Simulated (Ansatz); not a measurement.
Species: CCl$_{2}$F (charge +1, singlet). 
Structure (B3LYP-D3(BJ)/def2-TZVP (Ansatz, a program for electronic structure) minimum search):
```
C
F 1 1.2690
Cl 1 1.6353 2 117.85
Cl 1 1.6353 2 117.85 3 180.00
```
Charge +1, spin multiplicity 1.

Basis-set convergence of Hartree-Fock and CCSD(T) correlation energies (hartree) with Ansatz. Valence correlation only, unless marked. Spin-orbit coupling is left out. Non-relativistic.

```csv
basis,functions,E(HF),"E(corr, CCSD(T))"
aug-cc-pV(D+d)Z,110,-1055.97237,-0.67402
aug-cc-pV(T+d)Z,202,[?],[?]
```

Some entries are withheld; supply them.


- aug-cc-pV(T+d)Z, E(HF): -1056.04195
- aug-cc-pV(T+d)Z, E(corr, CCSD(T)): -0.84642
